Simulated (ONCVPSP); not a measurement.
technetium (Tc): one change to an ONCV potential, before and after

ONCVPSP 4.0.1 input, shortened (lines: element, Z, core and valence counts, functional; n l f; lmax; l rc ep ncon nbas qcut; lloc lpopt rc5 dvloc0; l nproj debl; icmod fcfact rcfact), PBE, scalar-relativistic:

```
  Tc 43.00    7    4        4      upf
    1    0    2.00
    2    0    2.00
    2    1    6.00
    3    0    2.00
    3    1    6.00
    3    2   10.00
    4    0    2.00
    4    1    6.00
    4    2    5.00
    5    0    1.00
    5    1    1.00
    2
    0    2.60    0.00    4    7    2.10
    1    1.90    0.00    4    8    9.30
    2    2.10    0.00    4    8    8.00
    4    5    1.20    6.00
    0    1    3.50
    1    2    1.50
    2    2    1.30
    3    1.75    1.25
```

Change: all radii but the core radius scaled by about 0.88 (s 2.30, p 1.68, d 1.86 bohr); local potential polynomial inside 1.06 bohr (lpopt 5, dvloc0 6 Ha).

Cutoffs: the cutoffs (Ha) at which the residual kinetic energy of the hardest occupied pseudo-wave falls to 1 and 0.1 mHa per electron; they do not see the model core or the augmentation charge, which bear on the density cutoff. Errors are all-electron minus pseudo energies relative to the spin-unpolarised reference configuration.

Task: Predict the effect on cutoff, ghosts and configuration errors.

Result: The potential gets harder (20 Ha and 23 Ha → 22 Ha and 29 Ha); both files keep a bound ghost (s); of the 4 tests that both files solve, the error grows in 1 and shrinks in 0 by more than 15 % and 0.3 meV (median size 3.8 → 4.2 meV). A smaller radius makes the pseudo-wave follow the all-electron one further in, where it bends more sharply, so more plane waves are needed.

| quantity | base | changed |
| --- | --- | --- |
| cutoff, loose | 20 Ha | 22 Ha |
| cutoff, tight | 23 Ha | 29 Ha |
| loose cutoff by channel | s 6.2 Ha, p 13 Ha, d 20 Ha | s 5.0 Ha, p 22 Ha, d 21 Ha |
| bound ghosts | s | s |
| GHOST(+) flags under 300 eV | none | none |
| error for 4p6 4d5 5s2 5p0, meV [ΔE -3.75 eV] | -3.7 | -3.7 |
| error for 4p6 4d5 5s1 5p0, meV [ΔE 4.40 eV] | +0.3 | +0.5 |
| error for 4p6 4d5 5s0 5p0, meV [ΔE 19.25 eV] | -3.9 | -4.6 |
| error for 4p6 4d6 5s0 5p0, meV [ΔE 2.41 eV] | -32 | -36 |
| rms error of d²Exc/dni dnj with the model core, mHa | 1.61 | 1.63 |

 A true bound ghost makes a file unfit for plane-wave use even where its test errors are small: the radial tests pick states by their node count and pass the ghost by.
